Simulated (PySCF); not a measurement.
# UHF on Fe²⁺ (iron, charge +2)

Configuration: [Ar] 3d6, high-spin 5D determinant. Calculation: PySCF 2.14, in x2c-TZVPall (6s5p4d1f, 48 functions); the spin-free X2C one-electron Hamiltonian (Gaussian nucleus).

```json
{"Total energy": "-1270.537494 hartree", "One-electron energy": "-1738.8168 hartree", "Hartree (Coulomb) energy": "522.9779 hartree", "Exchange energy": "-54.6985 hartree", "⟨S²⟩": "6.0038", "⟨L²⟩": "6.011", "Sum of ⟨r⟩": "15.16 bohr", "Sum of ⟨r²⟩": "15.82 bohr²", "Traceless quadrupole moment −½Σ⟨3z² − r²⟩ along its main axis": "0.472 e·bohr²", "Langevin diamagnetic susceptibility": "-12.5 ×10⁻⁶ cm³/mol", "Time after the integrals": "0.37 s of wall time on 1 thread of Intel(R) Xeon(R) Platinum 8259CL CPU @ 2.50GHz (shared host)"}
```

| shell | electrons | mean orbital energy (hartree) | spread (hartree) | rms radius, mean of both spins (bohr) |
| --- | --- | --- | --- | --- |
| 1s α | 1 | -264.36655 | 0 | 0.0675 |
| 1s β | 1 | -264.36442 | 0 | 0.0675 |
| 2s α | 1 | -33.16363 | 0 | 0.288 |
| 2s β | 1 | -33.04288 | 0 | 0.288 |
| 2p α | 3 | -28.23394 | 0.03495 | 0.260 |
| 2p β | 3 | -28.11318 | 0.00135 | 0.260 |
| 3s α | 1 | -5.09279 | 0 | 0.872 |
| 3s β | 1 | -4.73624 | 0 | 0.872 |
| 3p α | 3 | -3.64592 | 0.07673 | 0.935 |
| 3p β | 3 | -3.21494 | 0.05111 | 0.935 |
| 3d α | 5 | -1.34595 | 0.08894 | 1.19 |
| 3d β | 1 | -1.13793 | 0 | 1.19 |

Densities and radii are taken from the X2C orbitals without a picture-change correction, which distorts them close to the nucleus.
